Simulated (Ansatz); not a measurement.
A made-up structure of AlBH$_{3}$ClO, singlet:

```
atom    x (Å)    y (Å)    z (Å)
  O1  -1.7885   0.4971  -0.3952
 Al2  -0.1337   0.6966  -0.0623
  B3   0.9161  -1.0706   0.4986
 Cl4   1.9244  -1.8575  -0.6999
  H5  -2.3549   1.2086  -0.6902
  H6   2.8967  -2.6468  -1.1476
  H7   0.9191  -1.6145   1.5643
```

It is relaxed with PBE-D4/def2-SVP and then PBE0-D4/def2-TZVP (Ansatz 0.2.0). Atoms count as bonded within 1.22 times the sum of their covalent radii (H–H: 0.88 Å). The end point is not checked to be a true minimum.

**Question.** Does its bonding change? (A judgement: the text doesn't fix the answer.)

**Answer.** By the calculation: No: no bond forms or breaks.

Where it ends: The first stage lowers the energy by 1.27 eV in 13 steps. It ends as AlBH₃ClO ([OH][Al][BH][ClH]):
```csv
atom,x (Å),y (Å),z (Å)
O1,-1.8741,0.6732,-0.5112
Al2,-0.3233,0.1565,-0.0554
B3,0.7286,-1.4345,0.6039
Cl4,1.6469,-2.3040,-0.7813
H5,-2.1014,1.5648,-0.7678
H6,2.9373,-1.9927,-1.0344
H7,1.3650,-1.4503,1.6140
```

Labels in which every atom is bracketed show which atoms are joined, not bond orders.

For scale, one of the runs: PBE0-D4/def2-TZVP relaxation, 154 basis functions, launched by `ansatz run in.yaml --threads 2 --pin off --events-out ev --progress --plain --max-ram 4352MiB`. The run took about 40 s on 2 CPU threads of an Arm Neoverse V1 (shared host).
